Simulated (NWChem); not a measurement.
The numbers come from NWChem runs, not from measurements. System: H₃NPbS, charge 0, spin multiplicity 1, at a geometry optimised with PBE0/def2-SVP with def2 effective core potentials on Pb. The structure started from a generated list of species. Level: MP2/def2-TZVPD with def2 effective core potentials on Pb, 10 core orbitals frozen.

Output (cleaned and shortened):

```
             Northwest Computational Chemistry Package (NWChem) 7.3.0
             --------------------------------------------------------

                                NWChem Input Module
                                -------------------

 Scaling coordinates for geometry "geometry" by  1.889725989
 (inverse scale =  0.529177249)

 Turning off AUTOSYM since
 SYMMETRY directive was detected!

                             Geometry "geometry" -> ""
                             -------------------------

 Output coordinates in angstroms (scale by  1.889725989 to convert to a.u.)

  No.       Tag          Charge          X              Y              Z
 ---- ---------------- ---------- -------------- -------------- --------------
    1 Pb                  82.0000    -0.40750800    -0.15139000     0.00000000
    2 N                    7.0000     1.01987100    -1.72702700     0.00000000
    3 H                    1.0000     0.77509800    -2.71216600     0.00000000
    4 H                    1.0000     2.02741500    -1.59852600     0.00000000
    5 S                   16.0000     1.43305800     1.63500400     0.00000000
    6 H                    1.0000     0.54514900     2.65378400     0.00000000

 Effective nuclear repulsion energy (a.u.)     495.8341280973

            Nuclear Dipole moment (a.u.)
            ----------------------------
        X                 Y               Z
 ---------------- ---------------- ----------------
     0.0000585815    -0.0000245664     0.0000000000

      Symmetry information
      --------------------

 Group name             Cs
 Group number              2
 Group order               2
 No. of unique centers     6

      Symmetry unique atoms

     1    2    3    4    5    6


 Summary of "ao basis" -> "" (spherical)
 ------------------------------------------------------------------------------
       Tag                 Description            Shells   Functions and Types
 ---------------- ------------------------------  ------  ---------------------
 *                         def2-tzvpd                 on all atoms

 Summary of "ao basis" -> "ao basis" (spherical)
 ------------------------------------------------------------------------------
       Tag                 Description            Shells   Functions and Types
 ---------------- ------------------------------  ------  ---------------------
 Pb                        def2-tzvpd               18       56   7s5p4d2f
 N                         def2-tzvpd               13       37   6s3p3d1f
 H                         def2-tzvpd                5        9   3s2p
 S                         def2-tzvpd               16       46   6s6p3d1f

                                 NWChem SCF Module
                                 -----------------

  ao basis        = "ao basis"
  functions       =   166
  atoms           =     6
  closed shells   =    24
  open shells     =     0
  charge          =   0.00
  wavefunction    = RHF
  use symmetry    = T
  symmetry adapt  = T

 Summary of "ao basis" -> "ao basis" (spherical)
 ------------------------------------------------------------------------------
       Tag                 Description            Shells   Functions and Types
 ---------------- ------------------------------  ------  ---------------------
 Pb                        def2-tzvpd               18       56   7s5p4d2f
 N                         def2-tzvpd               13       37   6s3p3d1f
 H                         def2-tzvpd                5        9   3s2p
 S                         def2-tzvpd               16       46   6s6p3d1f

      Symmetry analysis of basis
      --------------------------

        a'        114
        a"         52

 Forming initial guess at       0.2s

      Superposition of Atomic Density Guess
      -------------------------------------

 Sum of atomic energies:        -672.65139085

      Non-variational initial energy
      ------------------------------

 Total energy =    -645.613480
 1-e energy   =   -1279.232371
 2-e energy   =     473.566979
 HOMO         =      -0.286513
 LUMO         =      -0.039541

      Symmetry analysis of molecular orbitals - initial
      -------------------------------------------------
[...]
    17     -0.255415  1 Pb px                11      0.243987  1 Pb px
   130      0.235269  5 S  px               128      0.232005  5 S  py
    14     -0.178874  1 Pb px                 2      0.162060  1 Pb s

 Vector   25  Occ=0.000000D+00  E= 1.666678D-02  Symmetry=a"
              MO Center= -7.0D-01, -1.1D-01,  1.5D-13, r^2= 5.8D+00
   Bfn.  Coefficient  Atom+Function         Bfn.  Coefficient  Atom+Function
  ----- ------------  ---------------      ----- ------------  ---------------
    22      0.596130  1 Pb pz                19      0.337118  1 Pb pz
    13     -0.305763  1 Pb pz                16      0.221395  1 Pb pz
    41      0.207827  1 Pb d  1             132     -0.159345  5 S  pz

 Vector   26  Occ=0.000000D+00  E= 4.599865D-02  Symmetry=a'
              MO Center= -1.2D+00, -4.3D-02,  1.2D-14, r^2= 1.8D+01
   Bfn.  Coefficient  Atom+Function         Bfn.  Coefficient  Atom+Function
  ----- ------------  ---------------      ----- ------------  ---------------
     7      4.790799  1 Pb s                 62     -4.478730  2 N  s
   117     -3.243098  5 S  s                 20      1.925964  1 Pb px
    96      1.545717  3 H  s                160      1.042853  6 H  s
   105      0.944326  4 H  s                134      0.857483  5 S  py
    40     -0.560151  1 Pb d  0             133      0.409069  5 S  px

 Vector   27  Occ=0.000000D+00  E= 5.171991D-02  Symmetry=a'
              MO Center= -4.1D-01,  9.2D-01, -5.4D-13, r^2= 1.4D+01
   Bfn.  Coefficient  Atom+Function         Bfn.  Coefficient  Atom+Function
  ----- ------------  ---------------      ----- ------------  ---------------
    62      1.473096  2 N  s                 96     -1.141293  3 H  s
   134     -0.934679  5 S  py                 7     -0.888053  1 Pb s
    20     -0.735345  1 Pb px                 6     -0.659945  1 Pb s
    38      0.469606  1 Pb d -2             160      0.438481  6 H  s
    21     -0.423874  1 Pb py               101     -0.387566  3 H  py

------------------------------------------------------------
EAF file 0: "./mol.aoints.0" size=524288 bytes
------------------------------------------------------------
               write      read    awrite     aread      wait
               -----      ----    ------     -----      ----
     calls:        1        23         0         0         0
   data(b): 5.24e+05  1.21e+07  0.00e+00  0.00e+00
   time(s): 0.00e+00  0.00e+00  0.00e+00  0.00e+00  0.00e+00
rate(mb/s): 0.00e+00  0.00e+00
------------------------------------------------------------

 center of mass
 --------------
 x =  -0.15648084 y =  -0.03724420 z =   0.00000000

 moments of inertia (a.u.)
 ------------------
         532.045616940298        -209.737500659173           0.000000000000
        -209.737500659173         421.554908226395           0.000000000000
           0.000000000000           0.000000000000         953.600525166693

  Mulliken analysis of the total density
  --------------------------------------

    Atom       Charge   Shell Charges
 -----------   ------   -------------------------------------------------------
    1 Pb  22    21.14   0.06 -0.59  1.78  0.76  1.06  0.75  0.02 -0.62  6.56  0.47  0.69  0.06  9.11  0.89  0.08  0.01  0.04  0.00
    2 N    7     7.68   0.82  1.16  0.51  0.85  0.20 -0.07  1.47  1.79  0.96  0.00  0.01 -0.01  0.00
    3 H    1     0.86   0.26  0.43  0.10  0.04  0.04
    4 H    1     0.84   0.26  0.42  0.08  0.04  0.04
    5 S   16    16.70   2.01  0.49  1.48  1.03  0.90  0.06  4.18  1.69  0.87  2.40  1.45  0.04  0.02  0.05  0.01  0.01
    6 H    1     0.78   0.23  0.49  0.02  0.02  0.02

       Multipole analysis of the density wrt the origin
       ------------------------------------------------

     L   x y z        total         open         nuclear
     -   - - -        -----         ----         -------
     0   0 0 0     -0.000000      0.000000     48.000000

     1   1 0 0     -1.235626      0.000000     46.204766
     1   0 1 0     -0.554886      0.000000     17.165112
     1   0 0 1      0.000000      0.000000      0.000000

     2   2 0 0    -38.126419      0.000000    174.272219
     2   1 1 0     -2.930567      0.000000     80.778730
     2   1 0 1     -0.000000      0.000000      0.000000
     2   0 2 0    -35.855478      0.000000    289.642173
     2   0 1 1     -0.000000      0.000000      0.000000
     2   0 0 2    -36.478494      0.000000      0.000000

                   NWChem MP2 Semi-direct Energy/Gradient Module
                   ---------------------------------------------

  Basis functions       =    166
  Molecular orbitals    =    166
  Frozen core           =     10
  Frozen virtuals       =      0
  Active alpha occupied =     14
  Active beta occupied  =     14
  Active alpha virtual  =    142
  Active beta virtual   =    142
  Use MO symmetry       = T
  Use skeleton AO sym   = T

  AO/Fock/Back tols     =   1.0D-09  1.0D-09  1.0D-09

 GA uses MA = F    GA memory limited = T

 Available:
  local mem=  1.26D+08
 global mem=  1.44D+08
 local disk=  0.00D+00
  mp2_memr nvloc                   142
  nvloc new                   142
   1 passes of  14:        5242880                     155574                  90593377.
   1 passes of  14: M    126131841           G      144124088           F     120888961.

 Semi-direct pass number   1 of   1  for RHF alpha+beta  at       22.2s
  vrange nnbf                 13396
  mp2_eaftype                   345  avail_ma_in_mb                  1099
 EAF : mp2_eaftype filesize         345   45296689.
  mp2_eaf for mointskh                    345
Node 0 wrote    213.0 Mb in      0.1 s     Agg I/O rate:  3864.6 Mb/s
 Done moints_semi at       43.6s
  mp2_eaftype                   345  avail_ma_in_mb                   754
 EAF : mp2_eaftype filesize         345   45296689.
  mp2_eaf for kh                   345
 Done maket at       44.4s
 Done multipass loop at       44.4s

          -------------------------------------------
          SCF energy                -645.637607462283
          Correlation energy          -0.793920664228
          Singlet pairs               -0.436799981519
          Triplet pairs               -0.357120682709
          Total MP2 energy          -646.431528126511
          -------------------------------------------

          ---------------------------------------------------
                    Spin Component Scaled (SCS) MP2
          Same spin pairs                     -0.238080455139
          Same spin scaling factor             0.333333333333
          Opposite spin pairs                 -0.555840209089
          Opposite spin scaling fact.          1.200000000000
          SCS-MP2 correlation energy          -0.746368402620
          Total SCS-MP2 energy              -646.383975864902
          ---------------------------------------------------

 -----------------------
 Performance information
 -----------------------

 Timer overhead =  1.88D-07 seconds/call

               Nr. of calls         CPU time (s)                 Wall time (s)                GFlops
             ---------------    -------------------     ------------------------------   -------------------
Name         Min   Avg   Max    Min     Avg     Max     Min     Avg     Max   Mx/calls   Min     Max     Sum
mp2: moin     1     1     1    21.     21.     21.      21.     21.     21.     21.      0.0     0.0     0.0
mp2: make     1     1     1   0.80    0.80    0.80     0.80    0.80    0.80    0.80      0.0     0.0     0.0
mp2: tota     1     1     1    22.     22.     22.      22.     22.     22.     22.      0.0     0.0     0.0

 The average no. of pstat calls per process was 3.00D+00
 with a timing overhead of 5.64D-07s

 Task  times  cpu:       44.4s     wall:       44.4s

 Total times  cpu:       44.4s     wall:       44.4s
```

Question: Write an NWChem input that would produce this output.

Answer: Several could match; the one computed here: 
```
start mol
memory heap 200 mb stack 900 mb global 1100 mb
geometry units angstroms nocenter noautoz
  Pb    -0.407508    -0.151390     0.000000
  N      1.019871    -1.727027     0.000000
  H      0.775098    -2.712166     0.000000
  H      2.027415    -1.598526     0.000000
  S      1.433058     1.635004     0.000000
  H      0.545149     2.653784     0.000000
  symmetry group Cs
end
basis spherical
  * library def2-tzvpd
end
ecp
  Pb library def2-ecp
end
scf
  rhf
  nopen 0
  maxiter 100
  thresh 1e-7
  semidirect memsize 60000000 filesize 0
end
mp2
  freeze core 10
end
task mp2 energy
```
